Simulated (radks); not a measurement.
Values are calculated unless marked as measured or tabulated.
Ta27+, 46 electrons, occupied as [Kr] 4d10 (the NIST ground configuration). Level of theory: non-relativistic Kohn-Sham, LDA (Slater exchange, Perdew-Wang correlation), spin-unpolarised, spherical densities, point nucleus; relativity is left out, which matters for an element this heavy (a radial shooting solver on a logarithmic mesh with Libxc functionals).

Radial electron density D(r) = 4 pi r^2 rho(r):

r (bohr),D(r) (e/bohr)
0.001429,5.786
0.001624,7.264
0.001831,8.960
0.002064,11.01
0.002327,13.47
0.002645,16.61
0.002982,20.10
0.003362,24.18
0.003791,28.88
0.004309,34.60
0.004858,40.62
0.005477,47.20
0.006176,54.24
0.007019,62.05
0.007914,69.37
0.008923,76.37
0.01006,82.64
0.01134,87.80
0.01289,91.65
0.01454,93.45
0.01639,93.45
0.01848,91.90
0.021,89.22
0.02368,86.71
0.0267,85.40
0.0301,86.39
0.03421,90.86
0.03858,98.31
0.04349,108.0
0.04904,118.1
0.05574,126.7
0.06284,130.3
0.07085,128.5
0.07989,122.2
0.0908,113.6
0.1024,107.6
0.1154,106.4
0.1301,110.2
0.1467,115.5
0.1668,116.9
0.188,109.3
0.212,93.01
0.239,72.74
0.2717,55.15
0.3063,48.06
0.3454,49.71
0.3894,54.42
0.4426,55.15
0.499,48.30
0.5626,35.86
0.6344,22.29
0.721,10.89
0.8129,4.505
0.9166,1.491
1.033,0.3867
1.175,0.06804
1.324,0.009780
1.493,0.001005

D(r) has 4 maxima, at r = 0.0154, 0.0644, 0.160, 0.422 bohr, and minima at 0.0271, 0.112, 0.316 bohr, inside which lie 1.94, 11.59, 29.16 electrons.
